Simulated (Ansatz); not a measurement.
Total energies of C₂H₈AlNSi.

```
atom   x (Å)   y (Å)   z (Å)
 Al1   1.094   0.452  -1.578
  C2   1.369   0.371   0.358
  N3  -0.040  -0.005  -0.018
  C4  -0.735  -1.217   0.505
 Si5  -1.587   0.393   0.683
  H6   1.462  -0.843  -2.423
  H7   0.613   1.808  -2.257
  H8   1.401   1.209   1.050
  H9   1.881  -0.498   0.770
 H10  -0.272  -1.640   1.396
 H11  -0.990  -1.956  -0.248
 H12  -1.564   1.055   2.003
 H13  -2.631   0.871  -0.241
```

Charge 0, multiplicity 1. The bonds changed during the relaxation, so this is another structure than the one it started from. Geometry: relaxed with PBE0-D4/def2-TZVP. It is one conformer, not always the lowest. Basis def2-TZVPP, the Gaussian-basis code of Ansatz.

RPA on PBE orbitals: Hartree–Fock energy of these orbitals -665.63940 Eh, correlation -1.30926 Eh (frozen core).

```csv
functional,energy without D4 (Eh),D4 term (kJ/mol)
LDA (SPW92),-664.28461,–
PBE,-667.24117,-31.3
revPBE,-667.55380,-92.0
BLYP,-667.64300,-68.2
r2SCAN,-667.57797,-7.7
B97M-V,-667.58134,–
PBE0,-667.31023,-26.5
B3LYP,-667.76215,-50.5
r2SCANh,-667.56815,-8.2
r2SCAN0,-667.55459,-9.1
HSE06 (plane-wave form),-667.28958,-24.8
BHLYP,-667.62717,-39.6
CAM-B3LYP,-667.65065,-27.0
LC-ωPBE,-667.45347,–
ωB97X-V,-667.58986,–
ωB97M-V,-667.60566,–
B2PLYP,-667.35262,–
PBE-QIDH,-667.11835,–
```

B3LYP takes the VWN-RPA correlation (the form of Gaussian; ORCA's B3LYP/G). HSE06 is the plane-wave form, built on full-range PBE exchange. The double hybrids freeze the cores in their second-order part.

LC-ωPBE has ω = 0.4 bohr⁻¹.
